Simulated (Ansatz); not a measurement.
Sn₂O, relaxed as a quintet with UKS PBE-D4/def2-TZVP in Ansatz, starting from the PBE-D4/def2-TZVP geometry of the neutral singlet. Force threshold 0.02 eV/Å.

In the def2 sets Sn takes a core potential; there is no spin–orbit coupling. At PBE-D4/def2-TZVP a singlet of charge 0 lies 3.74 eV below the quintet, each at its own geometry. The structure comes from a short search, and lower isomers may exist.

Start:

Cartesian coordinates in Å:
```
Sn -0.551 1.411 -0.078
Sn -0.416 -1.458 -0.057
O 0.967 0.047 0.135
```

**Question.** Estimate the energy that the relaxation releases and the steps that it takes.

**Answer.** 1.2 kcal/mol, in 5 steps; 8 s on 2 threads of Arm Neoverse V2 on a shared host. No frequencies were taken in this run, so the end may be a saddle point.

**Question.** Does the start keep its bonding and symmetry?

**Answer.** By distances, no bond broke or formed. The bond that changes most is Sn1–O3, from 2.05 to 2.10 Å (atoms count from 1). Point group C2v at the start, C2v at the end, both within 0.05 Å.

**Question.** Predict the relaxed structure.

**Answer.** 
```xyz
3

Sn   -0.5586    1.4705   -0.0792
Sn   -0.4180   -1.5176   -0.0568
O     0.9766    0.0471    0.1360
```
Bond lengths (bridged metal pairs left out): 2 × O–Sn 2.10 Å.
